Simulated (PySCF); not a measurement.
# M06-L on Mg⁺ (magnesium, charge +1)

Configuration: [Ne] 3s1, 2S determinant. All numbers are calculated (PySCF 2.14, the non-relativistic Hamiltonian (point nucleus), in cc-pVTZ (5s4p2d1f, 34 functions)).

| Item | Value |
| --- | --- |
| Total energy | -199.7825 hartree |
| One-electron energy | -275.6680 hartree |
| Hartree (Coulomb) energy | 92.1464 hartree |
| Exchange-correlation energy | -16.2609 hartree |
| Kinetic energy | 199.19106 hartree |
| ⟨S²⟩ | 0.7506 |
| ⟨L²⟩ | 0.000 |
| Sum of ⟨r⟩ | 8.517 bohr |
| Sum of ⟨r²⟩ | 13.48 bohr² |
| Density at the nucleus (Gaussians lack the cusp) | 1070 bohr⁻³ |
| Spin density at the nucleus | 1.84 bohr⁻³ |
| Langevin diamagnetic susceptibility | -10.7 ×10⁻⁶ cm³/mol |
| Time after the integrals | 0.31 s of wall time on 1 thread of Neoverse-V2 (shared host) |

| shell | electrons | mean orbital energy (hartree) | rms radius, mean of both spins (bohr) |
| --- | --- | --- | --- |
| 1s α | 1 | -46.89582 | 0.152 |
| 1s β | 1 | -46.89421 | 0.152 |
| 2s α | 1 | -3.39636 | 0.758 |
| 2s β | 1 | -3.39528 | 0.758 |
| 2p α | 3 | -2.09772 | 0.776 |
| 2p β | 3 | -2.09575 | 0.776 |
| 3s α | 1 | -0.43167 | 2.95 |
